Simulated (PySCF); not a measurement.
[WO(CN)4]-, C₄N₄OW (charge -1 and doublet state).
SMILES: `N#[C][W-](=[O])([C]#N)([C]#N)[C]#N`

Level of theory: PBE0-D3(BJ)/def2-SVP geometry optimisation, gas phase, def2 core potentials past Kr in PySCF 2.14.0.

Take the most abundant isotopes and a rigid rotor. 

Task: Give the principal moments of inertia and the rotational constants in cm⁻¹.

Result: Ia = 485.44, Ib = 485.67, Ic = 737.66 u·Å²; 505379 MHz·u·Å²/I gives 1041, 1041 and 685.1 MHz, that is A = 0.03473, B = 0.03471, C = 0.02285 cm⁻¹.

Task: What kind of rotor is it?

Result: An oblate symmetric top, as the point group C4v requires two equal moments. Ray's parameter κ = (2B − A − C)/(A − C) = 0.997; −1 is the prolate and +1 the oblate limit.

Task: What does the inertial defect say?

Result: Not planar: Δ = Ic − Ia − Ib = -233.44 u·Å². For a rigid frame Δ = −2 Σ m c², so Σ m c² = 116.72 u·Å² lies off the ab plane. The atom farthest from that plane is 1.90 Å away.

Task: Give the other two planar moments, Paa and Pbb, and the rms extents of the mass along the axes.

Result: Paa = Σ m a² = (Ib + Ic − Ia)/2 = 368.94 and Pbb = Σ m b² = (Ia + Ic − Ib)/2 = 368.72 u·Å². With the mass M = 303.96 u, the rms extents √(P/M) along a, b and c are 1.10, 1.10, 0.62 Å.

Task: Where do the R-branch lines fall?

Result: The dipole of 3.00 D (about the centre of mass, as the species is charged) lies along the symmetry axis, so ΔK = 0 and J+1 ← J falls at 2B(J+1) for every K: 2.08 GHz, 4.16 GHz, 6.25 GHz, 8.33 GHz, 10.41 GHz for J = 0 to 4.

Task: Estimate the classical rotational partition function at 25 K, 100 K and 500 K.

Result: Point group C4v, symmetry number σ = 4; q = (√π/σ)·√((kT/h)³/(ABC)), k/h = 20836.6 MHz/K: 6120 at 25 K, 48900 at 100 K, 547000 at 500 K.

For this open shell read J as N, the rotation without spin; fine and hyperfine splittings come on top. Stationary, but not proved a minimum. ⟨S²⟩ = 0.763 (exact for a doublet: 0.75). Constants of a rigid frame at the computed geometry: no zero-point averaging, no centrifugal distortion.

Time: 2.3 min of wall time. Hardware: an Arm Neoverse V1 with one thread, no GPU (shared host). This is the geometry optimisation.

Neither the SCF state along the optimisation nor the shape of the open-shell metal species was proved the lowest: other solutions of the same spin, or a structure of lower symmetry, can lie below.
